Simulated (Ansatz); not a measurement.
Basis sets compared for Al₄Sb₃⁺ (the lowest singlet isomer of a short search). Total charge 1; singlet. Geometry PBE-D4/def2-SVP. Ansatz on 4 threads of Arm Neoverse V2 on a shared host; times are rough, and most runs start from earlier orbitals.

```csv
atom,x (Å),y (Å),z (Å)
Al1,2.3988,-0.3908,-0.1636
Al2,-0.8555,1.7294,-1.4893
Al3,-0.8617,0.0974,2.2764
Al4,-0.3535,-0.7438,-0.3236
Sb5,1.1142,0.1976,-2.4211
Sb6,-2.5464,0.7458,0.3184
Sb7,1.1041,-1.6356,1.8027
```

In the def2 sets Sb takes a core potential; there is no spin–orbit coupling. The restricted singlet is unstable towards broken spin symmetry in Hartree–Fock (as tested in another run); at PBE-D4/def2-SVP, PBE0-D4/def2-SVP, PBE0-D4/def2-TZVP this wasn't settled. The structure comes from a short search, and lower isomers may exist.

| level | functions | energy (Eh) | HOMO (eV) | LUMO (eV) | wall time |
| --- | --- | --- | --- | --- | --- |
| PBE-D4/def2-SVP | 150 | -1689.5848 | -8.96 | -7.53 | 2.3 s |
| PBE0-D4/def2-SVP | 150 | -1689.6858 | -9.50 | -7.08 | 3.8 s |

Q: Estimate the rows for PBE-D4/def2-TZVP, PBE0-D4/def2-TZVP (with forces).

A: 
| level | functions | energy (Eh) | HOMO (eV) | LUMO (eV) | wall time |
| --- | --- | --- | --- | --- | --- |
| PBE-D4/def2-TZVP | 298 | -1689.9510 | -8.86 | -7.45 | 5 s |
| PBE0-D4/def2-TZVP (with forces) | 298 | -1690.0468 | -9.40 | -6.98 | 20 s |
